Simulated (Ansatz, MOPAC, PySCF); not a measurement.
Dimer: NH3 (SMILES N) (first 4 atoms) with C3H8 (SMILES CCC); geometry from B3LYP-D3(BJ)/def2-TZVP, rigid monomers moved along the line of their centres of mass till H2···H11 is 2.68 Å.
(charge 0, multiplicity 1):
| atom | x (Å) | y (Å) | z (Å) |
|---|---|---|---|
| N | 0.2960 | 0.1290 | 0.4838 |
| H | 0.1338 | 0.8239 | 1.2036 |
| H | 0.9649 | 0.5202 | -0.1696 |
| H | -0.5775 | 0.0029 | -0.0148 |
| C | 1.2318 | 0.0439 | 4.4510 |
| C | -0.2510 | 0.4059 | 4.4825 |
| C | -1.1511 | -0.7747 | 4.1268 |
| H | 1.8605 | 0.9020 | 4.6979 |
| H | 1.4528 | -0.7479 | 5.1713 |
| H | 1.5206 | -0.3185 | 3.4622 |
| H | -0.4412 | 1.2323 | 3.7887 |
| H | -0.5164 | 0.7857 | 5.4738 |
| H | -2.2066 | -0.4949 | 4.1430 |
| H | -0.9130 | -1.1557 | 3.1316 |
| H | -1.0140 | -1.5945 | 4.8365 |

Monomers are frozen at their geometry in the pair; levels with a basis set take the counterpoise correction. Rows marked so take none.

Correlated levels freeze the cores. Rows in 6-311+G**, 6-31G* carry no dispersion term and start afresh at each structure (6-31G* with six Cartesian d functions). The state that AM1, PM6 reach isn't checked.

Run with Ansatz (a first-principles code); MOPAC for AM1, PM6 (differences of heats of formation); PySCF for 6-311+G** rows, 6-31G* rows, the dispersion terms. 

```csv
level,interaction energy (kJ/mol)
AM1,-0.1
PM6,-1.9
PBE/def2-TZVPPD,-2.4
BP86/6-31G* (no counterpoise),-2.1
B3LYP/6-31G*,-0.2
B3LYP/6-31G* (no counterpoise),-3.9
B3LYP/6-311+G** (no counterpoise),-0.4
B3LYP-D3(BJ)/def2-TZVPPD,…
CCSD(T)/aug-cc-pVDZ,-4.1
```

Question: Fill in the missing entries.

Answer: 
- B3LYP-D3(BJ)/def2-TZVPPD, interaction energy (kJ/mol): -4.5
